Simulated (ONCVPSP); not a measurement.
# Before and after: ONCV potential for Ti

ONCVPSP 4.0.1 input, shortened (lines: element, Z, core and valence counts, functional; n l f; lmax; l rc ep ncon nbas qcut; lloc lpopt rc5 dvloc0; l nproj debl; icmod fcfact rcfact), PBE, scalar-relativistic:

```
  Ti 22.00    3    3        4      upf
    1    0    2.00
    2    0    2.00
    2    1    6.00
    3    0    2.00
    3    1    6.00
    3    2    2.00
    2
    0    1.40    0.00    5    9    8.00
    1    1.10    0.00    4    8    7.10
    2    2.25    0.00    5   10    5.40
    4    5    0.75   -1.00
    0    1    3.90
    1    2    2.90
    2    1    0.60
    1    0.45    0.00
```

All-electron outer shells of the reference configuration (PBE, scalar-relativistic, ld1.x):

```tsv
shell	level (eV)	outermost node (bohr)	outermost maximum (bohr)
3s	-78.55	0.40	0.87
3p	-54.77	0.37	0.90
3d	-19.68	–	0.97
```

Change: all radii but the core radius scaled by about 1.17 (s 1.64, p 1.28, d 2.62 bohr); local potential polynomial inside 0.88 bohr (lpopt 5, dvloc0 -1 Ha).

Cutoffs: the cutoffs (Ha) at which the residual kinetic energy of the hardest occupied pseudo-wave falls to 1 and 0.1 mHa per electron; they do not see the model core or the augmentation charge, which bear on the density cutoff. Errors are all-electron minus pseudo energies relative to the spin-unpolarised reference configuration.

**Question.** How do hardness, ghosts and transferability respond?

**Answer.** The potential gets softer (30 Ha and 127 Ha → 23 Ha and 27 Ha); of the 4 tests that both files solve, the error grows in 1 and shrinks in 0 by more than 15 % and 0.3 meV (median size 410.9 → 443.5 meV); neither file shows a bound ghost. A larger radius leaves more room for a smooth pseudo-wave, so fewer plane waves are needed.

| quantity | base | changed |
| --- | --- | --- |
| cutoff, loose | 30 Ha | 23 Ha |
| cutoff, tight | 127 Ha | 27 Ha |
| loose cutoff by channel | s 27 Ha, p 19 Ha, d 30 Ha | s 23 Ha, p 19 Ha, d 13 Ha |
| bound ghosts | none | none |
| GHOST(+) flags under 300 eV | none | none |
| error for 3s2 3p6 3d2 4s2, meV [ΔE -20.92 eV] | +618 | +629 |
| error for 3s2 3p6 3d2 4s1, meV [ΔE -13.57 eV] | +435 | +444 |
| error for 3s2 3p6 3d1, meV [ΔE 26.95 eV] | +294 | +444 |
| error for 3s2 3p6 3d2.5 4s1.5, meV [ΔE -20.57 eV] | +386 | +397 |
| rms error of d²Exc/dni dnj with the model core, mHa | 1.99 | 3.29 |
